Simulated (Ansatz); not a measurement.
One change: `Cc1ccc(F)cc1` becomes `Fc1ccccc1`.

Ansatz, PBE0-D4/def2-TZVP geometries, multiplicity 1. 

```
                                          property  `Cc1ccc(F)cc1`
    size of the dipole moment (PBE/def2-TZVPP) / D            1.70
                LUMO energy (PBE0/def2-TZVPP) / eV           -0.46
               HOMO–LUMO gap (PBE/def2-TZVPP) / eV            4.50
           HOMO–LUMO gap (ωB97M-V/def2-TZVPP) / eV           10.48
size of the dipole moment (ωB97M-V/def2-TZVPP) / D            1.85
                HOMO energy (PBE0/def2-TZVPP) / eV           -6.88
```

Give the same properties after the change, and the shifts. (An estimate is asked.)

Computed: 
```json
{"property": "size of the dipole moment (PBE/def2-TZVPP) / D", "`Fc1ccccc1`": "1.29", "shift": "-0.41"}
{"property": "LUMO energy (PBE0/def2-TZVPP) / eV", "`Fc1ccccc1`": "-0.51", "shift": "-0.05"}
{"property": "HOMO–LUMO gap (PBE/def2-TZVPP) / eV", "`Fc1ccccc1`": "4.75", "shift": "0.25"}
{"property": "HOMO–LUMO gap (ωB97M-V/def2-TZVPP) / eV", "`Fc1ccccc1`": "10.82", "shift": "0.34"}
{"property": "size of the dipole moment (ωB97M-V/def2-TZVPP) / D", "`Fc1ccccc1`": "1.45", "shift": "-0.40"}
{"property": "HOMO energy (PBE0/def2-TZVPP) / eV", "`Fc1ccccc1`": "-7.21", "shift": "-0.33"}
```

With PBE0 the HOMO falls by 0.33 eV and the LUMO falls by 0.05 eV, so the gap widens by about 0.28 eV. PBE moves the HOMO by -0.30 eV and ωB97M-V by -0.35 eV. The zero-point energy changes by -71.8 kJ/mol with -9 modes. Dipoles are sizes alone; their direction can turn.
